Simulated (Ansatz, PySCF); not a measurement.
Constitutional and geometric isomers with formula H7NSi2. Gas-phase values, no solvent. One relaxed conformer stands for each flexible species; it need not be the lowest. Strings in code marks are SMILES.

Quantity: vertical ionisation energy (energy after one electron is removed minus that of the parent at the parent's geometry), in eV.

Level 1: frozen-core MP2/cc-pVTZ // PBE-D3(BJ)/def2-TZVP (Ansatz, an electronic-structure program)
Level 2: B3LYP/6-31G* // PBE-D3(BJ)/def2-TZVP (PySCF)
Level 3: PBE/6-31G* // PBE-D3(BJ)/def2-TZVP (PySCF)
Level 4: SVWN5/6-31G* // PBE-D3(BJ)/def2-TZVP (PySCF)

| species | level 2 | level 3 | level 4 |
|---|---|---|---|
| `[SiH3]N[SiH3]` | 9.35 | 9.08 | 9.15 |

What does level 1 give for each?


- `[SiH3]N[SiH3]`: 10.08
